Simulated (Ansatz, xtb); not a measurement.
Ligand exchange: Bi(CH3)Cl2 + CHCl2F → BiCl3 + C2H4ClF

Species: Bi(CH3)Cl2, singlet; CHCl2F (dichlorofluoromethane) `FC(Cl)Cl`, singlet; BiCl3 (bismuth trichloride) `[Cl][Bi]([Cl])[Cl]`, singlet; C2H4ClF (1-chloro-1-fluoroethane) `CC(F)Cl`, singlet. The partners trade CH3 for Cl: Bi–CH3 and C–Cl bonds give way to Bi–Cl and C–CH3.

Shapes, held fixed at every level: PBE0-D4/def2-TZVP. Programs: Ansatz 0.2.0, xtb 6.7.1. The zero-point and thermal change to 298 K, harmonic and unscaled (PBE0-D4/def2-TZVP), is +5.9 kJ/mol.

```json
{"level": "GFN1-xTB", "kind": "semi-empirical", "ΔH(298 K) (kJ/mol)": "-125.3", "less CCSD(T)/def2-TZVPP": "+13.7", "CPU time (sum over the molecules)": "0.13 s"}
{"level": "PBE-D4/def2-TZVPP", "kind": "GGA", "ΔH(298 K) (kJ/mol)": "-143.5", "less CCSD(T)/def2-TZVPP": "-4.5", "CPU time (sum over the molecules)": "23 s"}
{"level": "r2SCAN-D4/def2-TZVPP", "kind": "meta-GGA", "ΔH(298 K) (kJ/mol)": "-149.8", "less CCSD(T)/def2-TZVPP": "-10.8", "CPU time (sum over the molecules)": "49 s"}
{"level": "B3LYP-D4/def2-TZVPP", "kind": "global hybrid", "ΔH(298 K) (kJ/mol)": "-151.1", "less CCSD(T)/def2-TZVPP": "-12.1", "CPU time (sum over the molecules)": "45 s"}
{"level": "BHLYP-D4/def2-TZVPP", "kind": "global hybrid", "ΔH(298 K) (kJ/mol)": "-156.2", "less CCSD(T)/def2-TZVPP": "-17.2", "CPU time (sum over the molecules)": "32 s"}
{"level": "wB97M-V/def2-TZVPP", "kind": "range-separated hybrid", "ΔH(298 K) (kJ/mol)": "-143.8", "less CCSD(T)/def2-TZVPP": "-4.8", "CPU time (sum over the molecules)": "1.8 min"}
{"level": "CCSD/def2-SVP", "kind": "coupled cluster or CI", "ΔH(298 K) (kJ/mol)": "-150.3", "less CCSD(T)/def2-TZVPP": "-11.3", "CPU time (sum over the molecules)": "–"}
{"level": "CCSD(T)/def2-TZVPP", "kind": "coupled cluster or CI", "ΔH(298 K) (kJ/mol)": "-139.0", "less CCSD(T)/def2-TZVPP": "0.0", "CPU time (sum over the molecules)": "8.2 min"}
```

The highest level, CCSD(T)/def2-TZVPP, gives ΔH(298 K) = -139.0 kJ/mol; the levels span -156.2 to -125.3. The column of differences is taken from that level and isn't an error. No measured value is set beside it here. For atoms past krypton def2 sets carry core potentials with scalar relativity. Outer-core shells of Bi are correlated in most correlated rows, in sets that cover them unevenly. CCSD(T)/def2-TZVPP lies outside the range of all other levels here, so it shouldn't be taken on trust. Times are processor times on shared x86 and Arm servers, and rough.
